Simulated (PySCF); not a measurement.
```xyz
3
charge 1 multiplicity 1, angstrom
I     0.0000    0.0000   -0.2037
O     1.4674    0.0000    0.8081
O    -1.4674    0.0000    0.8081
```

Level of theory: PBE/[I def2-TZVP with ECP28, O def2-TZVP], scalar-relativistic core potentials, density fitting, no spin–orbit coupling, PySCF.

This geometry of [IO2]+ is a stationary point at this level.

Problem. What is the point group?

Solution. C2v.

Problem. Is it a minimum?

Solution. Yes: all harmonic wavenumbers are real.

Problem. List the harmonic modes with their infrared intensities.

Solution. 
```json
{"symmetry": "a1", "ω (cm⁻¹)": "280", "IR (km/mol)": "10.2"}
{"symmetry": "a1", "ω (cm⁻¹)": "838", "IR (km/mol)": "0.1"}
{"symmetry": "b2", "ω (cm⁻¹)": "875", "IR (km/mol)": "15.1"}
```

In C2v the vibrations span 2a1 + b2. Here b1 is antisymmetric to the molecular plane and b2 lies in it.

This need not be the most stable arrangement of these atoms.
